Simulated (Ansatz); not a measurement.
Cost and result for the atomization energy of CH₇AsSi, SMILES `[SiH3]C[AsH2]` (10 atoms, 9 bonds).

Cartesian coordinates in Å:
```
Si 0.904 -0.630 -0.567
C 0.041 0.063 0.937
As -1.610 1.079 0.533
H 2.136 -1.384 -0.197
H 1.288 0.479 -1.480
H -0.011 -1.552 -1.290
H -0.243 -0.736 1.628
H 0.699 0.739 1.489
H -2.189 0.053 -0.436
H -1.016 1.889 -0.616
```

Total charge 0; spin multiplicity 1. Correlated methods include outer-core shells of As, which these sets cover unevenly. Scalar relativity is left out up to krypton. The geometry is a stationary point of PBE0-D4/def2-TZVP. Program: Ansatz. All runs use 2 threads of an Arm Neoverse V1 on a shared host. Times are those of one run each, without the atoms' runs, and a repeat can differ threefold. Electronic energies, without spin–orbit coupling; frozen cores. CCSD(T)/CBS adds CCSD(T) − MP2 in def2-TZVPP to the MP2 limit, and its time is that of the two runs behind it. T1 = 0.011. With those shells the extrapolation isn't a true limit.

CCSD(T)/CBS is a level of theory with its own doubt, some kJ/mol a heavy atom from the limit and from the frozen cores, so smaller differences don't rank the functionals.

```tsv
level	functions	wall time	atomization (kJ/mol)	difference from CCSD(T)/CBS	per bond
LDA (SPW92)/def2-TZVPP	219	1.8 s	3416.9	365.4	40.6
revPBE-D4/def2-TZVPP	219	3.1 s	2998.4	-53.1	-5.9
BLYP-D4/def2-TZVPP	219	3.1 s	3036.4	-15.1	-1.7
PBE-D4/def2-TZVPP (with forces)	219	3.7 s	3045.9	-5.6	-0.6
PBE0-D4/def2-TZVPP	219	5.5 s	3024.5	-27.0	-3.0
CAM-B3LYP-D4/def2-TZVPP	219	6 s	3065.1	13.6	1.5
CCSD(T)/def2-SVP	99	6.5 s	2853.4	-198.1	-22.0
r2SCAN-D4/def2-TZVPP (with forces)	219	8.5 s	3046.6	-4.9	-0.5
PBE-QIDH/def2-TZVPP	219	10 s	3007.9	-43.6	-4.8
B97M-V/def2-TZVPP	219	16 s	3069.5	18.0	2.0
MP2/def2-QZVPP	426	45 s	2991.7	-59.8	-6.6
CCSD(T)/def2-TZVPP	219	2.6 min	2981.7	-69.8	-7.8
CCSD(T)/CBS(def2)	–	3.4 min	3051.5	0.0	0.0
```

From PBE to PBE0 (25 % exact exchange), in def2-TZVPP and without D4, the atomization energy moves by −18.1 kJ/mol: exact exchange takes away binding that semilocal exchange gives to molecules. At CCSD(T), def2-SVP lies −198.1 kJ/mol from the extrapolated value and def2-TZVPP −69.9 kJ/mol: correlation converges slowly with the basis, and small sets miss more of it in the bonded molecule than in its fragments. The D4 term adds +33.8 kJ/mol with B3LYP and +17.5 kJ/mol with PBE0; it sums over pairs of atoms, weighted by their polarisabilities, and B3LYP, whose exchange is more repulsive, gets the larger term.

B3LYP here is the variant with VWN-RPA as its local correlation; programs differ in this.
